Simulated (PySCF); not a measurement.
# NaGa and its ions

PBE0; PySCF, no relativity, basis sets Na aug-pcseg-1, Ga aug-pcseg-1. Neutral (UKS): singlet (closed shell), Re = 3.133 Å, ωe = 156 cm⁻¹, De = 0.71 eV, HOMO -3.52 eV, LUMO -1.70 eV.

NaGa⁺ (UKS): doublet (σ ↑), Re = 3.434 Å, ωe = 102 cm⁻¹, De = 0.96 eV to Na⁺ + Ga. The energies at the minima are -2086.53036 hartree for NaGa and -2086.34652 for NaGa⁺.

Problem. Work out the adiabatic ionisation energy, without and with harmonic zero-point energies (1 hartree = 27.2114 eV, 1 eV = 8065.5 cm⁻¹), and the change of the bond length.

Solution. At PBE0: 0.18384 hartree = 5.003 eV between the minima; the zero-point term (102.0 − 156.0)/2 cm⁻¹ = -0.003 eV makes it 4.999 eV. Re changes by +30.1 pm against the neutral. Minus the HOMO energy is 3.52 eV, -1.48 eV from the value between the minima; self-interaction puts the Kohn–Sham level too high, less so with exact exchange. The electron leaves a σ orbital, and the longer bond of the ion fits a bonding orbital, or a change in how ionic the bond is.

Closed-shell solutions of metal pairs were not tested for spin polarisation, which can lower them a little. Spin–orbit coupling is left out. For an ion De counts to the pair picked by the measured ionisation energies or electron affinities, which need not be the lowest pair at this level. States were picked by a PBE0 search and need not be the measured ground states.
